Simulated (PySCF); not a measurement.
Spinor energies of Pt³⁺ (platinum, charge +3)

Start: [Xe] 4f14 5d7; 5d3/2 filled at m_j = +1/2, +3/2; 5d5/2 filled at m_j = -3/2, -1/2, +1/2, +3/2, +5/2. Calculated with PySCF 2.14 in x2c-SVPall-2c with one added diffuse shell each of s, d type (8s9p10d2f, 99 functions): generalised Hartree-Fock with the X2C-1e Hamiltonian and a Gaussian nucleus; one run each with spin-orbit coupling (SO) switched off, then screened by Boettger's factors. This is a chosen level, not necessarily the ground level.

```tsv
spinor shell	electrons	ε, spin-free (eV)	ε, screened SO (eV)	weight of nominal j (screened SO)	rms radius, screened SO (bohr)
1s1/2	2	-78863.0	-78834.2	1.000	0.0194
2s1/2	2	-14034.4	-14025.2	1.000	0.0782
2p1/2	2	-12178.7	-13421.7	1.000	0.0663
2p3/2	4	-12178.7	-11686.7	1.000	0.0741
3s1/2	2	-3391.8	-3388.6	1.000	0.200
3p1/2	2	-2842.6	-3118.5	1.000	0.191
3p3/2	4	-2842.6	-2731.0	1.000	0.207
3d3/2	4	-2237.7	-2285.0	1.000	0.183
3d5/2	6	-2237.7	-2202.9	1.000	0.186
4s1/2	2	-793.21	-792.07	1.000	0.441
4p1/2	2	-609.97	-676.20	1.000	0.447
4p3/2	4	-609.97	-582.71	1.000	0.480
4d3/2	4	-382.46	-392.36	1.000	0.497
4d5/2	6	-382.46	-374.53	1.000	0.507
5s1/2	2	-155.56	-155.25	1.000	1.02
4f5/2	6	-127.59	-129.03	0.996	0.563
4f7/2	8	-127.59	-125.40	0.997	0.564
5p1/2	2	-104.41	-116.41	0.986	1.15
5p3/2	4	-104.41	-99.016	0.993	1.19
5d5/2	5	-46.025	-45.717	0.497	1.59
5d3/2	2	-46.025	-46.841	0.654	1.57
```

```csv
quantity,spin-free,screened SO
E (hartree),-18396.73341,-18423.51489
M_J,9/2,9/2
⟨J²⟩,24.757,24.759
⟨L²⟩,12.006,13.370
⟨S²⟩,3.752,3.433
```

Each row is a mean over spinors that exchange with the open shell spreads, by up to 8.052 eV (5p3/2).

Rows whose weight is well below 1 are mixtures of j = l ± 1/2: exchange outweighs spin-orbit coupling there, and the label is only the starting occupation.

Breit and QED terms are absent; they matter most for the inner s and p1/2 levels.

Densities and radii are taken from the X2C orbitals without a picture-change correction, which distorts them close to the nucleus.

Without spin-orbit coupling the j labels of p, d and f shells carry no meaning; the spin-free column gives the mean over the occupied spinors of each nl shell.
